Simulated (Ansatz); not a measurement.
Ansatz (a quantum-chemistry and plane-wave program) input (PBE0/def2-SVP):

Ansatz 0.2 input:
```yaml
crystal:
  periodic: [false, false, false]
  atoms:
    - {symbol: Ge, position_ang: [0.00319734, -0.00156777, 0.93712718]}
    - {symbol: I, position_ang: [1.07271615, -1.87185257, -0.28970187]}
    - {symbol: I, position_ang: [-1.07464661, 1.87279915, -0.27611076]}
basis:
  gaussian:
    orbitals: def2-SVP
hamiltonian:
  xc: {name: PBE0}
total_charge: 1
magnetization: {spin_polarized: true, initial_magnetization: 1}
```

Output:

```
Functional definition: PBE0
integrals: 0.04 GiB planned
983 factors; integrals over basis functions are off by at most 2.5e-4 eV
mean field: 0.75 GiB planned
mean field evaluation 1: about -72698.3278 eV, gradient 1.4e1 eV
mean field evaluation 2: about -72695.5517 eV, gradient 2.6e1 eV
mean field evaluation 4: about -72699.6070 eV, gradient 7.0e-1 eV
mean field evaluation 8: about -72699.6248 eV, gradient 2.7e-2 eV
mean field evaluation 16: about -72699.6248 eV, gradient 4.2e-5 eV
mean field -72699.62478577 eV, -2671.6619333014 hartree, gradient 4.2e-5 eV, S^2 0.758554; 1 other end points of the search recorded, 0 dependent functions left out
reference -72699.62480620 eV, -2671.6619340522 hartree; 41, 40 occupied and 43, 44 virtual orbitals, 983 factors
Total energy: -72699.62480620 eV, -2671.6619340522 hartree
```
